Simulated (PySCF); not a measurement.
Input file for PySCF: R-M06-2X/6-31G* on C3H9B (SMILES CB(C)C), a point of a torsion scan.

```python
from pyscf import gto, scf, dft, mp
from pyscf.data.elements import chemcore

mol = gto.M(
    atom='''
    C    -0.30729937    1.53638270    0.19331767
    B    -0.04775106   -0.01687436    0.07973180
    C     1.43914105   -0.54623466    0.02663598
    C    -1.25862412   -1.02470456    0.02426125
    H     0.37388295    2.12652385   -0.41650621
    H    -0.13941063    1.84924395    1.22432123
    H    -1.32355685    1.82949668   -0.06053910
    H     1.96528110   -0.13917169   -0.83624002
    H     1.52484048   -1.62918252   -0.01880985
    H     1.99971764   -0.20856513    0.89755070
    H    -1.47710566   -1.23863263   -1.02320272
    H    -1.04410158   -1.98391648    0.49074297
    H    -2.17624122   -0.63242213    0.45700533
    ''',
    basis='6-31g*',
    cart=True,
    charge=0, spin=0, verbose=3, max_memory=1800)
mf = dft.RKS(mol, xc='m062x')
mf.conv_tol = 1e-8
mf.max_cycle = 100
mf.kernel()
if not mf.converged:
    mf = mf.newton().run(mf.mo_coeff, mf.mo_occ)
```

Q: Predict the final total energy.

A: -144.5135 hartree.
